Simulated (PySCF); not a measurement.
Assigning NMR signals

Cartesian coordinates in Å; atom numbers follow the order of the lines, from 1:
```xyz
22

C     3.786    0.874   -0.297
C     3.009    1.996    0.055
N     1.700    1.971    0.175
C     1.054    0.814   -0.048
C     1.735   -0.381   -0.409
C     3.139   -0.320   -0.530
C     1.003   -1.590   -0.636
C    -0.351   -1.620   -0.511
C    -1.080   -0.442   -0.149
C    -2.484   -0.441   -0.010
C    -3.128    0.725    0.340
C    -2.348    1.880    0.548
N    -1.040    1.912    0.426
C    -0.396    0.783    0.086
H     4.871    0.960   -0.381
H     3.499    2.958    0.245
H     3.694   -1.220   -0.806
H     1.557   -2.491   -0.913
H    -0.907   -2.545   -0.685
H    -3.041   -1.366   -0.183
H    -4.213    0.764    0.457
H    -2.837    2.821    0.828
```

How the numbers were obtained: B3LYP/pcJ-1 coupling constants (without the spin–dipole term), GIAO HF/pcSseg-1 shieldings, PBE0-D3(BJ)/def2-SVP structure, in PySCF 2.14.0 with density-fitted response routines (fast rotation and ring inversion assumed for equivalent nuclei, no solvent, single conformer, non-relativistic Hamiltonian).

Shifts are taken against calculated references (same method and geometry level): 13C (σ = 190.85 ppm), 1H (σ = 31.69 ppm) vs TMS.

(1) Assign these signals to the numbered atoms. 13C{1H} NMR (computed): δ 158.2 (CH), 155.1 (C), 145.3 (CH), 132.6 (C), 131.4 (CH), 127.2 (CH).

(2) Assign these signals to the numbered atoms. 1H NMR (400 MHz, computed): δ 9.44 (dd, J = 4.8, 1.6 Hz, 2H), 8.52 (dd, J = 8.9, 1.6 Hz, 2H), 7.94 (s, 2H), 7.67 (dd, J = 8.9, 4.8 Hz, 2H).

Answers

(1) 
| δ (ppm) | atoms | environment | reason |
| --- | --- | --- | --- |
| 158.2 | C2/C12 | aromatic CH next to a ring nitrogen | the adjacent pyridine-type nitrogen withdraws density from it |
| 155.1 | C4/C14 | ring-fusion aromatic carbon | – |
| 145.3 | C6/C10 | aromatic CH | – |
| 132.6 | C5/C9 | ring-fusion aromatic carbon | – |
| 131.4 | C7/C8 | aromatic CH | the aromatic region |
| 127.2 | C1/C11 | aromatic CH | – |

C5/C9 and C7/C8 lie closer than the usual error of such a calculation, so a measured spectrum could show them in the other order.

(2) 
| δ (ppm) | atoms | environment | reason |
| --- | --- | --- | --- |
| 9.44 | H16/H22 | hydrogen on an aromatic CH next to a ring nitrogen | ring current plus the neighbouring ring nitrogen |
| 8.52 | H17/H20 | hydrogen on an aromatic CH | the ring current deshields protons in the ring plane |
| 7.94 | H18/H19 | hydrogen on an aromatic CH | – |
| 7.67 | H15/H21 | hydrogen on an aromatic CH | – |

Splittings below 1 Hz are ignored in the labels, and close J values are merged. Unscaled 3J(H,H) at this level run about 10 % above measured values. Shifts are as computed. Against solution values, carbons near 30 ppm lie about -0 ppm off and those near 130 ppm about +7 ppm (rms about the fit 1.9 ppm; single classes can miss by 10 ppm). Of 1328 compounds with measured shifts, 309 miss one by over three times the rms of a fit or turn the order of signals round; such compounds aren't used in these exercises. Signals without a measured value on file couldn't be tested in this way.
